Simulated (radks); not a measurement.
The numbers below are computed, except where a source is named.
Question: Mean orbital radii <r> (bohr) of the magnesium ion Mg3+, [He] 2s2 2p5, of relativity; Dirac values are averaged over j with weights 2j + 1. Spin-unpolarised spherical Kohn-Sham, LDA (Slater exchange, Perdew-Wang correlation), point nucleus unless stated (finite: rms radius 3.057 fm), a radial shooting solver on a logarithmic mesh with Libxc functionals. A level marked "c x" has the speed of light scaled by that factor and shares open shells by 2j + 1; other Dirac levels either fill j = l - 1/2 first or share by 2j + 1.

| shell | non-rel. |
|---|---|
| 1s | 0.1314 |
| 2s | 0.6758 |
| 2p | 0.6421 |

Give the values at the level "Dirac, low j first".

Answer: 
shell  Dirac, low j first  change of magnitude (%)
1s                 0.1311                    -0.24
2s                 0.6742                    -0.24
2p                 0.6417                    -0.06
